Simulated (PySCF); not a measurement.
Radial density of B⁺ (boron, charge +1)

TPSS, [He] 2s1 2p1, 2s spin antiparallel (an excited configuration). Computed with PySCF 2.14 in def2-TZVPPD, with the non-relativistic Hamiltonian (point nucleus).

```csv
r (bohr),4πr²ρ (e/bohr),4πr²(ρα − ρβ)
0.00489,0.02030,-0.0006
0.00823,0.05574,-0.0018
0.0138,0.1487,-0.0047
0.0233,0.3834,-0.0120
0.0392,0.9258,-0.0284
0.0659,2.014,-0.0597
0.111,3.666,-0.1005
0.186,4.997,-0.1072
0.314,4.259,-0.0061
0.527,1.828,0.1460
0.887,0.8920,0.0615
1.49,1.112,-0.0992
2.51,0.4985,0.0001
4.22,0.03894,0.0119
7.10,0.0002881,0.0002
```

With the s spin flipped the determinant is a mixture of two multiplicities, not a spectroscopic state.
